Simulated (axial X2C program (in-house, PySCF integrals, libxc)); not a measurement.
# Nuclear properties of SZrS²⁺

Computed with an in-house all-electron X2C program for linear molecules (integrals from PySCF): two-component X2C with atomic mean-field Coulomb and Gaunt terms, Gaussian nuclei, basis S dyall-av3z, Zr dyall-v3z with contracted cores.

S–Zr–S held linear, with bonds 2.271 and 2.271 Å (near the PBE0 minimum at charge 2 of the determinant lowest at the starting distance; the state shown can have its own minimum elsewhere, held linear; other orders of the atoms were not compared).

Determinant lowest in the PBE0 search, Ω = 2 (⟨Sz⟩ = 1.00, ⟨Lz⟩ = 1.00 at PBE0), spin on the atoms S 0.61, Zr -0.22, S 0.61:

| level | A∥/gI S (MHz) | qzz S (a.u.) | A∥/gI Zr (MHz) | qzz Zr (a.u.) |
| --- | --- | --- | --- | --- |
| PBE0 | 153 | 0.19 | 151 | -4.01 |
| HF | 200 | 0.37 | 249 | -3.27 |
| LDA | 153 | 0.09 | 116 | -4.60 |

A∥ (defined per Ω) follows by multiplying with gI = μI/(I μN); qzz is the electric field gradient, eQq0 = 234.96 MHz × Q/barn × qzz. The operators were transformed with the bare-nucleus X2C matrices; with these basis sets, hyperfine constants and field gradients can be off by tens of per cent, and where levels differ in sign neither size nor sign is settled.

(1) With gI(33S) = 0.4292, Q(91Zr) = -0.176 barn (g factors from the IAEA table of nuclear moments by Stone; Q from Pyykkö, Mol. Phys. 2018), turn the PBE0 values of the first state into constants in MHz.

The molecule was held linear; bending was not examined, so a bent shape may lie lower.

Each state is one determinant with collinear spin, which with several unpaired electrons need not be a pure state. Unrestricted Hartree–Fock can overshoot spin polarisation at the nuclei. With several open shells hyperfine constants can be off by a factor of several. Open-shell Ω = 0 determinants with evenly filled partner blocks cannot be reached by this program, so the Ω shown need not be the lowest component. At HF a later determinant lies lower. States lie within half an eV, so the first need not be the ground state. Further determinants of the search, some of them spin-mixed, are not shown. Where a field gradient or hyperfine factor spreads by more than a factor of two over the levels, a constant derived from it is not to be relied on.

Answers

(1) A∥(33S) = 153 × 0.4292 = 65.7 MHz; eQq0(91Zr) = 234.96 × (-0.176) × (-4.01) = 166 MHz.
